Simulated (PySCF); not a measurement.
Input for PySCF: U-B3LYP/LANL2DZ on GeH5N (SMILES [NH2][GeH3]), a point of a bond scan (R = 1.537 Å).

```python
from pyscf import gto, scf, dft, mp
from pyscf.data.elements import chemcore

mol = gto.M(
    atom='''
    Ge   -0.36016542    0.04050046    0.02987818
    N     1.47031303   -0.14001610   -0.20882542
    H    -1.03243335   -0.90641189   -0.97691737
    H    -0.70255945    1.50788045   -0.27308504
    H    -0.85896258   -0.30670081    1.45462877
    H     1.80695904   -1.08530079   -0.07685644
    H     2.02009845    0.47463113    0.37790643
    ''',
    basis='lanl2dz',
    ecp={'Ge': 'lanl2dz'},
    charge=0, spin=0, verbose=3, max_memory=1800)
mf = dft.UKS(mol, xc='b3lyp')
mf.conv_tol = 1e-8
mf.max_cycle = 100
mf.init_guess_breaksym = True
mf.kernel()
if not mf.converged:
    mf = mf.newton().run(mf.mo_coeff, mf.mo_occ)
for _ in range(4):
    mo, _, stable, _ = mf.stability(return_status=True)
    if stable:
        break
    mf.kernel(mf.make_rdm1(mo, mf.mo_occ))
```

Q: What total energy does the run end on?

A: -61.5115 hartree.
